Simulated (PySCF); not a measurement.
## K (potassium, neutral): UHF calculation

Configuration: [Ar] 4s1, 2S determinant. All numbers are calculated (PySCF 2.14, no relativity, point nucleus, in 6-31G* (5s4p3d, 32 functions)).

- Total energy: -599.119027 hartree
- One-electron energy: -823.7423 hartree
- Hartree (Coulomb) energy: 257.2997 hartree
- Exchange energy: -32.6764 hartree
- Kinetic energy: 599.09111 hartree
- ⟨S²⟩: 0.7502
- ⟨L²⟩: 0.000
- Sum of ⟨r⟩: 19.45 bohr
- Sum of ⟨r²⟩: 51.19 bohr²
- Density at the nucleus (Gaussians lack the cusp): 4260 bohr⁻³
- Spin density at the nucleus: 0.653 bohr⁻³
- Langevin diamagnetic susceptibility: -40.5 ×10⁻⁶ cm³/mol
- Time after the integrals: 0.1 s of wall time on 1 thread of Neoverse-N1 (shared host)

```csv
shell,electrons,mean orbital energy (eV),"rms radius, mean of both spins (bohr)"
1s α,1,-3633.2,0.0944
1s β,1,-3633.2,0.0944
2s α,1,-394.30,0.420
2s β,1,-394.25,0.420
2p α,3,-313.45,0.388
2p β,3,-313.43,0.388
3s α,1,-47.653,1.37
3s β,1,-47.517,1.37
3p α,3,-25.999,1.56
3p β,3,-25.938,1.56
4s α,1,-4.017,5.61
```
